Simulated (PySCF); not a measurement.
**WH: one state, many levels of theory**

State: ⁶Σ⁺ (sextet), unpaired electrons σ ↑, π ↑↑, δ ↑↑. Set-up: PySCF, scalar-relativistic core potentials, basis sets H def2-TZVPP, W def2-TZVPP with ECP60. De refers to H + W (5d4 6s2) in their high-spin ground configurations, without counterpoise correction. The functionals are run spin-unrestricted. A positive dipole means H(−)W(+).

```
      Level  Re (Å)  ωe (cm⁻¹)  De (eV)  μ (D)
        UHF   1.756       1840      n/a   2.51
    UHF-MP2   1.692       1999      n/a    n/a
UHF-SCS-MP2   1.701       1979      n/a    n/a
   UHF-CCSD   1.714       1924      n/a    n/a
UHF-CCSD(T)   1.713       1920      n/a    n/a
        LDA   1.708       1927      n/a   1.68
        PBE   1.715       1896      n/a   1.80
       BP86   1.715       1898      n/a   1.78
     r²SCAN   1.714       1910      n/a   2.00
       PBE0   1.712       1925      n/a   2.04
  BHandHLYP   1.720       1922      n/a   2.22
     M06-2X   1.712       1923      n/a   1.84
    ωB97M-V   1.719       1917      n/a   2.18
```

Task: What does a quarter of exact exchange do here, going from PBE to PBE0?

Result: PBE0 less PBE: -0.3 pm in Re, +1.5 % in ωe. Exact exchange removes part of the self-interaction that spreads semilocal densities, and in most molecules shortens and stiffens the bond and lowers De; so it does here.

Task: What does the step from GGA to meta-GGA do here, going from PBE to r²SCAN?

Result: r²SCAN less PBE: -0.1 pm in Re, +0.7 % in ωe. 

Task: What does the gradient correction do here, going from LDA to PBE?

Result: PBE less LDA: +0.7 pm in Re, -1.6 % in ωe. The gradient correction favours the more uneven density of free atoms, so it tends to lengthen bonds and takes away much of the overbinding of LDA; so it does here.

Correlated steps freeze no core orbitals. De is left out where the level can put another filling of the metal’s s and d shells below the measured ground configuration, by anything from nothing to about 1 eV. Spin–orbit coupling is left out, which matters for elements this heavy, above all for dissociation energies. With d or f electrons several states lie close, and the lowest PBE0 determinant need not be the measured ground state.

The whole job (state search and all levels along the bond) took about 8.3 min on 1 thread of Arm Neoverse V1 (shared host), peak memory 1.6 GiB.
